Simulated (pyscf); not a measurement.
O=B–OH → O=B–OH (hydrogen shift; singlet surface; H–O broken, H–O formed). Optimised with ωB97X-D3(BJ)/def2-SVP in PySCF. MP2 and CC: frozen core, UHF for open shells. ΔMP2 is the change of the MP2 total energy from the triple- to the quadruple-zeta basis. Energies in kcal/mol from the reactant's lowest minimum found.

```json
[
 {"level": "ωB97X-D3(BJ)/def2-TZVP", "barrier": "78.5", "reaction energy": "0.0"},
 {"level": "r²SCAN/def2-TZVP", "barrier": "71.5", "reaction energy": "0.0"},
 {"level": "B3LYP-D3(BJ)/def2-TZVP", "barrier": "76.4", "reaction energy": "0.0"},
 {"level": "HF/def2-TZVP", "barrier": "…", "reaction energy": "0.0"},
 {"level": "MP2/def2-QZVPP", "barrier": "75.9", "reaction energy": "0.0"},
 {"level": "CCSD(T)/def2-TZVPP", "barrier": "78.3", "reaction energy": "0.0"},
 {"level": "CCSD(T)/def2-TZVPP + ΔMP2(QZVPP)", "barrier": "…", "reaction energy": "0.0"}
]
```

Task: What belongs in the gaps?

Result: 
- HF/def2-TZVP, barrier: 97.0
- CCSD(T)/def2-TZVPP + ΔMP2(QZVPP), barrier: 78.0

At the saddle there is also a short B–H contact that neither side keeps, so another atom assists the step. This is the saddle that the search found; another between the same sides may lie lower. The CCSD(T) − MP2 part came from Ansatz, without density fitting, on the same reference.
